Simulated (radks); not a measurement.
Results of a calculation; reference values are marked as such.
Question: These are the eigenvalues of the occupied orbitals of an atom or ion with whole-number occupations (eV). Code: a radial shooting solver on a logarithmic mesh with Libxc functionals. Model: scalar-relativistic Kohn-Sham, XLYP, spin-polarised, spherical densities, point nucleus.

orbital  eigenvalue
1s up     -27776.52
1s down   -27776.49
2s up     -4172.117
2s down   -4171.867
2p up     -3746.443
2p down   -3746.241
3s up     -803.6670
3s down   -803.5304
3p up     -664.3306
3p down   -664.1745
3d up     -448.0160
3d down   -447.7841
4s up     -134.3612
4s down   -133.4485
4p up      -92.5772
4p down    -91.6566
4d up      -32.2070
4d down    -31.3063
5s up      -17.6961
5s down    -16.9229
5p up      -10.4001

Which element is it, and in what charge state? The configuration may be excited. Open shells, if any, are filled with parallel spins first.

Answer: Z = 49, indium, charge +1: In+ in [Kr] 4d9 5s2 5p1. The list shows which subshells hold electrons but not how many an open one holds; the 1s level, -1020.8 hartree, gives Z - s = 45.2 by -(Z - s)^2/2, which with screening and relativity narrows Z to a few neighbours, and the depths of the outer levels then fix element, charge and occupations together.
